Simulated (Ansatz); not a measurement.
Gas-phase reaction in SMILES: NB(N)N -> N[B]N + [NH2] (NH2) (the B-N bond at the site shown breaks; other sites are not compared here)
Each molecule is optimised on its own at B3LYP-D3(BJ)/def2-TZVP (Ansatz, a quantum-chemistry and plane-wave program), one conformer each, not searched for the lowest.

Quantity: bond dissociation energy (electronic energy difference), in kcal/mol. Valence correlation only, unless marked. UHF or UKS for open shells. No spin-orbit coupling. No relativistic terms. CBS marks a two-point X^-3 extrapolation of the correlation energy; Hartree-Fock from the larger set. The bracket is a focal-point correction in the basis named.

RI-MP2/CBS(aug-cc-pVTZ,aug-cc-pVQZ)+[CCSD(T)-MP2]/aug-cc-pVTZ (Ansatz) gives 129.3 kcal/mol.

Task: Another calculation gave 119.1 kcal/mol. Which level was it?
(A) wB97M-V/def2-TZVPD (Ansatz)
(B) B3LYP/def2-TZVPD (Ansatz)
(C) BLYP/def2-TZVPD (Ansatz)
(D) PBE-QIDH/def2-TZVPD (Ansatz)

Result: C, BLYP/def2-TZVPD (Ansatz). The others give 128.0 (PBE-QIDH), 122.1 (B3LYP), 130.6 (wB97M-V) kcal/mol.
